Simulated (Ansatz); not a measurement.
One change: `CC(C)(C)[NH][Ge]([F])([Cl])[Cl]` becomes `CCNC(C)(C)C`.

Ansatz, PBE0-D4/def2-TZVP geometries, multiplicity 1. Each molecule was computed in one conformer, which needn't be the lowest.

Scalar relativity is left out up to krypton.

```json
{"property": "size of the dipole moment (ωB97M-V/def2-TZVPP) / D", "`CC(C)(C)[NH][Ge]([F])([Cl])[Cl]`": "3.07"}
{"property": "HOMO–LUMO gap (B3LYP/def2-TZVPP) / eV", "`CC(C)(C)[NH][Ge]([F])([Cl])[Cl]`": "6.27"}
{"property": "HOMO energy (PBE/def2-TZVPP) / eV", "`CC(C)(C)[NH][Ge]([F])([Cl])[Cl]`": "-6.25"}
{"property": "size of the dipole moment (PBE/def2-TZVPP) / D", "`CC(C)(C)[NH][Ge]([F])([Cl])[Cl]`": "3.08"}
{"property": "size of the dipole moment (B3LYP/def2-TZVPP) / D", "`CC(C)(C)[NH][Ge]([F])([Cl])[Cl]`": "3.11"}
{"property": "HOMO–LUMO gap (PBE/def2-TZVPP) / eV", "`CC(C)(C)[NH][Ge]([F])([Cl])[Cl]`": "4.38"}
```

(1) What does the change do to each property? (Best estimate.)

Results:

(1) Computed: 
```csv
property,`CCNC(C)(C)C`,shift
size of the dipole moment (ωB97M-V/def2-TZVPP) / D,0.86,-2.21
HOMO–LUMO gap (B3LYP/def2-TZVPP) / eV,6.62,0.35
HOMO energy (PBE/def2-TZVPP) / eV,-4.72,1.53
size of the dipole moment (PBE/def2-TZVPP) / D,0.78,-2.30
size of the dipole moment (B3LYP/def2-TZVPP) / D,0.83,-2.28
HOMO–LUMO gap (PBE/def2-TZVPP) / eV,4.97,0.59
```

With PBE0 the HOMO rises by 1.55 eV and the LUMO rises by 1.86 eV, so the gap widens by about 0.31 eV. PBE moves the HOMO by 1.53 eV and ωB97M-V by 1.53 eV. Dipoles are sizes alone; their direction can turn.

B3LYP here is the variant with VWN-RPA as its local correlation; programs differ in this.
